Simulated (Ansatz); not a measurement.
The same ligand exchange along the group Sc, Y.

Isolated molecules relaxed with PBE0-D4/def2-TZVP in Ansatz; ΔE leaves out vibrations. CBS: MP2 limit from def2 TZ/QZ plus the TZ coupled-cluster correction, frozen cores. This one scheme is used for every species. Functionals use def2-TZVPP. Elements past krypton have def2 core potentials. For Sc, Y outer-core shells are correlated without core-valence functions, which leaves a few kJ/mol of doubt a bond. Scalar relativity is left out up to krypton. Each species was taken in one conformer, which may not be the lowest.

```json
{"reaction": "`[NH2][Sc]([NH2])[F]` + HCl → `[NH2][Sc]([NH2])[Cl]` + H–F", "CCSD(T)/def2-SVP (eV)": "0.16", "PBE-D4 (eV)": "0.10", "ωB97X-V (eV)": "0.10", "CCSD(T)/CBS(def2) (eV)": "-0.03"}
{"reaction": "`[NH2][Y]([NH2])[F]` + HCl → `[NH2][Y]([NH2])[Cl]` + H–F", "CCSD(T)/def2-SVP (eV)": "0.05", "PBE-D4 (eV)": "0.00", "ωB97X-V (eV)": "-0.03", "CCSD(T)/CBS(def2) (eV)": "-0.12"}
```

Largest T1 diagnostic: 0.015, for `[NH2][Sc]([NH2])[F]`.
